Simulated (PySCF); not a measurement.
Species: H7PSSi2.
Geometry (PBE0-D3(BJ)/def2-SVP, Å), atoms numbered from 1 in this order:
```
atom  x, y, z in Å
Si1    1.7800    0.7769   -0.9742
S2     1.1354   -0.4587    0.6636
Si3   -0.7424   -1.1553   -0.1343
P4    -2.2343    0.4301   -0.7444
H5     3.2484    0.9615   -0.8054
H6     1.1068    2.1091   -0.9612
H7     1.4872    0.1039   -2.2761
H8    -0.5084   -2.0079   -1.3387
H9    -1.3428   -1.9693    0.9602
H10   -1.3352    1.0732   -1.6503
H11   -1.9168    1.2970    0.3457
```

Computed with PBE0-D3(BJ)/def2-SVP geometry optimisation, gas phase in PySCF 2.14.0.

Take the most abundant isotopes and a rigid rotor. The values belong to one conformer with, in the numbering `[SiH3:1][S:2][SiH2:3][PH2:4]`, Si1–S2–Si3–P4 -57°, S2–Si3–P4–H 57° and -38°.

(1) What are A, B and C (MHz)?

(2) Classify the top.

(3) Is it planar, by Δ = Ic − Ia − Ib?

(4) Give the other two planar moments, Paa and Pbb, and the rms extents of the mass along the axes.

(5) Which lines would a microwave search look for?

Answers

(1) Ia = 137.68, Ib = 347.25, Ic = 439.99 u·Å²; 505379 MHz·u·Å²/I gives A = 3671, B = 1455, C = 1149 MHz.

(2) An asymmetric top; Ray's κ = -0.757.

(3) Not planar: Δ = Ic − Ia − Ib = -44.93 u·Å². For a rigid frame Δ = −2 Σ m c², so Σ m c² = 22.47 u·Å² lies off the ab plane: 9.29 from hydrogen and 13.17 from heavier atoms. The atom farthest from that plane is 1.93 Å away.

(4) Paa = Σ m a² = (Ib + Ic − Ia)/2 = 324.78 and Pbb = Σ m b² = (Ia + Ic − Ib)/2 = 115.21 u·Å². With the mass M = 125.95 u, the rms extents √(P/M) along a, b and c are 1.61, 0.96, 0.42 Å.

(5) The dipole components are |μa| = 0.17 D, |μb| = 0.94 D, |μc| = 0.27 D. The squared components, which scale the intensities, stand as 0.03 : 1.00 : 0.08 (a : b : c). Some lines, for components of 0.1 D or more:

```json
{"type": "a", "branch": "Q", "J(Ka,Kc)": "1(1,0) ← 1(1,1)", "MHz": "307", "lower level (cm⁻¹)": "0.161"}
{"type": "c", "branch": "Q", "J(Ka,Kc)": "2(1,2) ← 2(0,2)", "MHz": "1938", "lower level (cm⁻¹)": "0.260"}
{"type": "b", "branch": "Q", "J(Ka,Kc)": "1(1,0) ← 1(0,1)", "MHz": "2522", "lower level (cm⁻¹)": "0.087"}
{"type": "a", "branch": "R", "J(Ka,Kc)": "1(0,1) ← 0(0,0)", "MHz": "2604", "lower level (cm⁻¹)": "0.000"}
{"type": "b", "branch": "Q", "J(Ka,Kc)": "2(1,1) ← 2(0,2)", "MHz": "2859", "lower level (cm⁻¹)": "0.260"}
{"type": "b", "branch": "R", "J(Ka,Kc)": "2(0,2) ← 1(1,1)", "MHz": "2963", "lower level (cm⁻¹)": "0.161"}
{"type": "b", "branch": "R", "J(Ka,Kc)": "1(1,1) ← 0(0,0)", "MHz": "4819", "lower level (cm⁻¹)": "0.000"}
{"type": "a", "branch": "R", "J(Ka,Kc)": "2(1,2) ← 1(1,1)", "MHz": "4901", "lower level (cm⁻¹)": "0.161"}
{"type": "c", "branch": "R", "J(Ka,Kc)": "1(1,0) ← 0(0,0)", "MHz": "5126", "lower level (cm⁻¹)": "0.000"}
{"type": "a", "branch": "R", "J(Ka,Kc)": "2(0,2) ← 1(0,1)", "MHz": "5178", "lower level (cm⁻¹)": "0.087"}
{"type": "b", "branch": "R", "J(Ka,Kc)": "2(1,2) ← 1(0,1)", "MHz": "7117", "lower level (cm⁻¹)": "0.087"}
{"type": "b", "branch": "Q", "J(Ka,Kc)": "2(2,1) ← 2(1,2)", "MHz": "7567", "lower level (cm⁻¹)": "0.324"}
{"type": "c", "branch": "R", "J(Ka,Kc)": "2(1,1) ← 1(0,1)", "MHz": "8037", "lower level (cm⁻¹)": "0.087"}
{"type": "b", "branch": "R", "J(Ka,Kc)": "2(2,1) ← 1(1,0)", "MHz": "12161", "lower level (cm⁻¹)": "0.171"}
{"type": "c", "branch": "R", "J(Ka,Kc)": "2(2,0) ← 1(1,0)", "MHz": "12191", "lower level (cm⁻¹)": "0.171"}
{"type": "c", "branch": "R", "J(Ka,Kc)": "2(2,1) ← 1(1,1)", "MHz": "12468", "lower level (cm⁻¹)": "0.161"}
```

No PBE0-D3(BJ)/def2-SVP frequencies stand behind this structure, so it isn't proved a minimum. Constants of a rigid frame at the computed geometry: no zero-point averaging, no centrifugal distortion. A rigid rotor knows nothing of internal rotation, which can split or shift real lines.
